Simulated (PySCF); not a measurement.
**Cl⁴⁺: ionisation energy**

Cl⁴⁺ [Ne] 3s2 3p1 (2P) → Cl⁵⁺ [Ne] 3s2 (1S), as a difference of total energies. All numbers are calculated (PySCF 2.14, scalar relativity by spin-free X2C-1e, in an uncontracted even-tempered set (24 s from 0.054 bohr⁻², ratio 2.2; 15 p from 0.071 bohr⁻², ratio 2.2; 6 d from 0.92 bohr⁻², ratio 2.4; 6 f from 1.4 bohr⁻², ratio 2.4; 5 g from 2.1 bohr⁻², ratio 2.4)). Correlated levels: outer shells: 1s2 frozen; virtual orbitals above 40 to 60 times the deepest correlated orbital energy dropped. The calculations carry no spin-orbit coupling.

```json
{"method": "UHF", "ionisation energy (eV)": "66.902"}
{"method": "LDA", "ionisation energy (eV)": "67.696"}
{"method": "PBE", "ionisation energy (eV)": "67.731"}
{"method": "PBE0", "ionisation energy (eV)": "67.736"}
{"method": "r2SCAN", "ionisation energy (eV)": "67.851"}
{"method": "MP2 (outer shells)", "ionisation energy (eV)": "67.377"}
{"method": "SCS-MP2 (outer shells)", "ionisation energy (eV)": "67.351"}
```

A first-order spin-orbit estimate (lowest level to lowest level, LS coupling) adds 0.113 eV.

Task: Which method comes closest to the reference value, and which is furthest?

Result: The reference is 67.68 ± 0.1 eV (semi-empirical (NIST evaluation); NIST Atomic Spectra Database, ionization energies). Closest: LDA (error 0.129 eV); furthest: UHF (error -0.665 eV), both after the spin-orbit estimate.
